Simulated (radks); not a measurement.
Values are calculated unless marked as measured or tabulated.
Problem. Species: K I. Configuration: [Ne] 3s2 3p4 4s1 4f2 (not the ground configuration). Level of theory: non-relativistic Kohn-Sham, PBEsol, spin-polarised, spherical densities, point nucleus; open shells are filled with parallel spins first (a radial shooting solver on a logarithmic mesh with Libxc functionals). Some entries of the table are withheld. Estimate them.

orbital,occ.,eigenvalue (hartree),<r^2> (bohr^2)
1s up,1,-129.6464,0.008949
1s down,1,-129.6235,0.008947
2s up,1,-13.83573,0.1803
2s down,1,-13.81450,0.1800
2p up,3,-11.26435,0.1527
2p down,3,-11.23568,0.1525
3s up,1,(1),1.681
3s down,1,(2),1.699
3p up,3,-1.48791,1.981
3p down,1,-1.38019,2.018
3d up,0,-0.56978,3.222
3d down,0,-0.47580,3.377
4s up,1,(3),11.84
4p up,0,-0.26454,16.20
4f up,2,-0.02365,108.3

Solution. 
(1) 3s up eigenvalue (hartree): -2.11744
(2) 3s down eigenvalue (hartree): -2.00579
(3) 4s up eigenvalue (hartree): -0.40133
